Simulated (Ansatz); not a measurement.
Consider the cleavage of the Si–Ga bond: `C[SiH2][GaH][Cl]` + `N=CF` → `C[SiH2]/N=C/F` + `[Cl][GaH2]`.

Isolated molecules relaxed with PBE0-D4/def2-TZVP in Ansatz; ΔE leaves out vibrations. CBS: MP2 limit from def2 TZ/QZ plus the TZ coupled-cluster correction, frozen cores. This one scheme is used for every species. Functionals use def2-TZVPP. For Ga outer-core shells are correlated without core-valence functions, which leaves a few kJ/mol of doubt a bond. Scalar relativity is left out up to krypton. One conformer a species, not always the lowest.

`C[SiH2][GaH][Cl]`:

Cartesian coordinates in Å:
```
C -1.272 0.551 0.972
Si -0.045 0.586 -0.448
Ga 1.427 -1.318 -0.493
Cl 2.852 -1.305 -2.123
H -1.911 -0.333 0.916
H -1.913 1.435 0.945
H -0.757 0.535 1.935
H -0.762 0.625 -1.754
H 0.807 1.806 -0.369
H 1.574 -2.583 0.421
```

`N=CF`:

Cartesian coordinates in Å:
```
N 0.431 0.500 -0.690
C 0.023 -0.207 0.246
F 0.881 -0.934 0.953
H -0.342 0.992 -1.129
H -0.992 -0.351 0.621
```

`C[SiH2]/N=C/F`:

Z-matrix (Å, degrees):
```
C
Si 1 1.859
H 1 1.092 2 110.5
H 1 1.093 2 110.5 3 -120.0
H 1 1.092 2 110.9 3 120.0
N 2 1.741 1 108.8 3 -57.5
H 2 1.495 1 110.6 3 -179.3
H 2 1.485 1 111.2 3 59.9
C 6 1.234 2 125.4 1 -122.6
F 9 1.338 6 121.4 2 179.5
H 9 1.095 6 129.6 2 -0.5
```

`[Cl][GaH2]`:

Z-matrix (Å, degrees):
```
Ga
Cl 1 2.149
H 1 1.556 2 115.2
H 1 1.556 2 115.2 3 -180.0
```

```csv
level,ΔE (kJ/mol)
BHLYP-D4,-40.2
MP2/def2-TZVPP,-43.7
```

Problem. What does CCSD(T)/CBS give? (Estimate.)

Solution. Computed: -34.2 kJ/mol. The listed levels differ from it by -6.0, -9.5 kJ/mol.

Problem. What do rigid-rotor, harmonic-oscillator terms from PBE0-D4/def2-TZVP frequencies (298.15 K, 1 bar) make of the CCSD(T)/CBS value? (Best estimate.)

Solution. Computed: ΔZPE = -8.5 kJ/mol, ΔH = -43.8 kJ/mol, ΔS = -22 J/(mol·K), ΔG = -37.2 kJ/mol. Modes under 50 cm⁻¹ make the entropy rough.

Largest T1 diagnostic among the species: 0.013.

From PBE to PBE0 (25 % exact exchange), in def2-TZVPP and without D4, ΔE moves by −4.9 kJ/mol. Leaving LDA and LC-ωPBE aside and taking each functional with its dispersion term where it has one, the values, not all of them listed here, spread over 21.1 kJ/mol, from B97M-V to PBE-D4. LDA lies −7.2 kJ/mol from PBE without D4.
